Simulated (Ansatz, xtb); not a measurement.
## Ranking isomers of C6H12Cl4Si4

10 gas-phase structures of C6H12Cl4Si4, from a drawn sample of its isomers (lower ones may exist). Each was relaxed with GFN2-xTB:

A. `Cl[Si@@H]1C[Si@@]2(Cl)C[Si@@]3(Cl)C[C@@H]1[Si@@](Cl)(C2)C3`, a singlet
B. `Cl[Si@H]1C[Si@]2(Cl)CC[Si@@H]3C[C@H]1[Si](Cl)(Cl)[C@@H]32`, a singlet
C. `Cl[Si]1(Cl)[C@@H]2CC[Si@@]3(Cl)C[Si@]2(Cl)C[SiH2][C@@H]13`, a singlet
D. `Cl[Si@H]1C[Si@]2(Cl)C[Si@@H]3C[C@H]1[Si](Cl)(Cl)[C@H]2C3`, a singlet
E. `Cl[Si@@H]1C[Si@]2(Cl)C[Si@@H]3C[C@H]1[Si](Cl)(Cl)[C@H]2C3`, a singlet
F. `Cl[Si@H]1C[Si@@]2(Cl)C[Si@@]3(Cl)C[C@@H]1[Si@@](Cl)(C2)C3`, a singlet
G. `Cl[Si@@H]1C[Si@]2(Cl)[C@H]3[SiH2]C[Si](Cl)(Cl)[C@@H]2C[C@H]31`, a singlet
H. `Cl[Si]1(Cl)C[Si@@]2(Cl)C[Si@]3(Cl)CC[C@H]2[SiH2][C@H]13`, a singlet
I. `Cl[Si@]12C[Si@]3(Cl)C[Si@](Cl)(C1)C[Si@](Cl)(C2)C3`, a singlet
J. `Cl[Si@@H]1C[Si@]2(Cl)CC[Si@@H]3C[C@H]1[Si](Cl)(Cl)[C@@H]32`, a singlet

**Question.** Estimate their order in r2SCAN-D4/def2-SVP//GFN2-xTB energy at these geometries, lowest first.

**Answer.** Calculated order at r2SCAN-D4/def2-SVP//GFN2-xTB: I (0.000), A (1.149), F (1.165), C (1.600), H (1.611), J (1.875), E (1.876), B (1.954), D (1.956), G (2.659) eV. Less than 1 kcal/mol parts A and F; C and H; J and E; B and D, so the order within those pairs means little.

Energies above the lowest of each column, in eV; the last columns are at r2SCAN-D4/def2-SVP geometries and were run for some of them only (a dash: not run or not comparable):

| structure | GFN2-xTB | HF/STO-3G | r2SCAN-D4/def2-SVP//GFN2-xTB | r2SCAN-D4/def2-SVP | PBE0-D4/def2-TZVP |
| --- | --- | --- | --- | --- | --- |
| I | 0.000 | 0.000 | 0.000 | 0.000 | 0.000 |
| A | 0.147 | 1.246 | 1.149 | 1.115 | 1.170 |
| F | 0.180 | 1.212 | 1.165 | 1.144 | 1.186 |
| C | 0.165 | 2.094 | 1.600 | – | – |
| H | 0.149 | 2.071 | 1.611 | – | – |
| J | 0.191 | 2.116 | 1.875 | – | – |
| E | 0.187 | 2.083 | 1.876 | – | – |
| B | 0.215 | 2.192 | 1.954 | – | – |
| D | 0.213 | 2.162 | 1.956 | – | – |
| G | 0.127 | 2.943 | 2.659 | – | – |

Every level run on I puts it lowest or level with the lowest. Flexible structures stand in one conformer each, not always the lowest. Frequencies (GFN2-xTB) were run for A, F, I alone.

Over these structures GFN2-xTB departs from r2SCAN-D4/def2-SVP//GFN2-xTB by 0.459 eV on average once a common shift is removed. A GFN2-xTB relaxation took about 0.26 s and the r2SCAN-D4/def2-SVP//GFN2-xTB energy about 2.8 s on a shared host (Ansatz 0.2.0, xtb 6.7.1).
